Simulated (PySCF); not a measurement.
**What builds the third ionisation energy along group 8**

All values are computed (PySCF 2.14, energy differences of UHF-based or UKS calculations, no spin-orbit coupling). Each column adds one step, in eV (sums use unrounded values): valence MP2, valence CCSD, valence triples, then the next inner shell at CCSD(T) (Fe 3s 3p, Ru 4s 4p, Os 5s 5p). References (NIST) marked * lie between the lowest fine-structure levels; the others compare directly ((s) semi-empirical, (t) theoretical).

```csv
element,UHF,+ MP2,+ CCSD,+ (T),+ inner shell,sum,reference
"Fe [Ar] 3d6 → [Ar] 3d5 (def2-TZVPPD, non-relativistic)",28.527,1.550,-0.034,0.039,0.296,30.377,30.651 ± 0.012 *
"Ru [Kr] 4d6 → [Kr] 4d5 (def2-TZVPPD with the def2 core potential (28 electrons), ECP)",26.556,1.207,0.004,0.040,0.038,27.844,28.47 (s) *
"Os [Xe] 4f14 5d6 → [Xe] 4f14 5d5 (def2-TZVPPD with the def2 core potential (60 electrons), ECP)",24.957,1.181,0.060,0.058,0.097,26.353,25 ± 1.6 (t) *
```

What remains against the references is mostly basis incompleteness and, for starred values, spin-orbit coupling.

These are valence bases, so the inner-shell step is incomplete.
